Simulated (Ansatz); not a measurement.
A nudged elastic band was laid between two geometries of BClFHO + ClH (7 atoms, charge 0, multiplicity 1).

All numbers below come from Ansatz, RKS PBE0-D4/def2-SVP.

- movable images: 5
- climbing image: yes
- spring: 5.0 eV/Å²
- optimiser: quadratic models (default)
- start path: through a guess of the saddle point
- force threshold: 0.05 eV/Å
- iteration limit: 60
- end points: relaxed

First end point:

```xyz
7
Properties=species:S:1:pos:R:3
B -0.112 -0.469 -0.033
O -0.206 0.000 1.230
H -1.056 -0.184 1.649
Cl 1.351 -0.197 -0.943
F -1.117 -1.130 -0.582
Cl 0.834 3.027 1.672
H 0.577 1.759 1.632
```

Last end point:

```xyz
7
Properties=species:S:1:pos:R:3
B 0.137 0.480 0.020
O 0.082 -0.006 1.629
H -0.757 -0.478 1.753
Cl 1.510 -0.410 -0.714
F -1.092 0.114 -0.411
Cl 0.357 2.286 0.209
H 0.034 0.821 2.138
```

Task: Which bonds break or form, and what moves?

Result: Bonds broken: Cl6–H7. Bonds formed: B1–Cl6, O2–H7. BClFHO + ClH becomes BCl2FH2O.

Task: What energy profile does the band end with?

Result: The run converged. The highest image is number 4 of 0 to 6, 82.0 kJ/mol above the first end and 66.6 kJ/mol above the last; the last end lies 15.4 kJ/mol above the first. A vibrational analysis at the climbing image gives one clearly imaginary mode, 982i cm⁻¹: a first-order saddle point. The orbitals stay closed-shell, which can raise the energy where a bond breaks towards radicals; this wasn't checked here.

```tsv
image	path coordinate (Å)	energy (kJ/mol)	Cl6–H7 (Å)	B1–Cl6 (Å)	O2–H7 (Å)
0	0.00	0.0	1.29	4.00	1.97
1	0.64	0.3	1.29	3.73	2.02
2	1.27	1.4	1.29	3.37	2.11
3	1.91	15.7	1.31	2.83	1.84
4	2.55	82.0	1.52	2.22	1.26
5	3.00	32.2	1.95	1.92	1.01
6	3.46	15.4	2.44	1.83	0.97
```

Task: What is the geometry of the highest image?

Result: 
```xyz
7
Properties=species:S:1:pos:R:3
B 0.095 0.139 0.123
O 0.060 -0.076 1.584
H -0.834 -0.331 1.858
Cl 1.565 -0.381 -0.695
F -1.082 -0.016 -0.473
Cl 0.285 2.294 0.602
H 0.182 1.178 1.626
```

Task: What are the harmonic wavenumbers there?

Result: 982i, 170, 225, 309, 379, 426, 514, 569, 736, 937, 1139, 1164, 1338, 1592, 3823 cm⁻¹.

The run took 2.6 min on 2 threads of Arm Neoverse V1, with other jobs on the host, peak memory 0.18 GiB.
